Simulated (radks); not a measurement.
Values are calculated unless marked as measured or tabulated.
How relativity changes the ionisation of neutral dysprosium ([Xe] 4f10 6s2) to Dy+ ([Xe] 4f10 6s1). Spin-unpolarised spherical Kohn-Sham, LDA (Slater exchange, Perdew-Wang correlation), point nucleus unless stated (finite: rms radius 5.2218 fm), a radial shooting solver on a logarithmic mesh with Libxc functionals. A level marked "c x" has the speed of light scaled by that factor and shares open shells by 2j + 1; other Dirac levels either fill j = l - 1/2 first or share by 2j + 1.

| level | E(Dy) (hartree) | E(Dy+) (hartree) | IE (eV) | HOMO | <r> HOMO (bohr) |
|---|---|---|---|---|---|
| non-rel. | -11637.8421 | -11637.6216 | 6.001 | 6s | 4.336 |
| scalar-rel. | -12149.3553 | -12149.1184 | 6.447 | 4f | 0.8813 |
| scalar-rel., finite nucleus | -12148.2802 | -12148.0433 | 6.446 | 4f | 0.8813 |
| Dirac, 2j+1 shares | -12160.3119 | -12160.0749 | 6.449 | 4f7/2 | 0.8925 |
| Dirac, low j first | -12160.3672 | -12160.1303 | 6.446 | 4f7/2 | 0.8953 |
| Dirac, 2j+1 shares, finite nucleus | -12159.2297 | -12158.9927 | 6.448 | 4f7/2 | 0.8924 |
| Dirac, c x 0.85 | -12400.3003 | -12400.0540 | 6.703 | 4f7/2 | 0.9287 |
| Dirac, c x 3 | -11690.0150 | -11689.7930 | 6.040 | 6s1/2 | 4.308 |
| Dirac, c x 10 | -11642.4862 | -11642.2655 | 6.004 | 6s1/2 | 4.333 |

NIST Atomic Spectra Database: 5.939 eV (measured). The relativistic part of the total energy of Dy is -521.4 hartree (Dirac, 2j+1 shares, finite nucleus), 4.5 % of the non-relativistic value. Spin polarisation and multiplet splitting of open shells are left out at every level.

Beside tabulated values, note that relativity, absent from the non-relativistic runs, is large for the heavy elements, and spin-unpolarised runs miss the spin-polarisation part of the exchange energy of open shells.
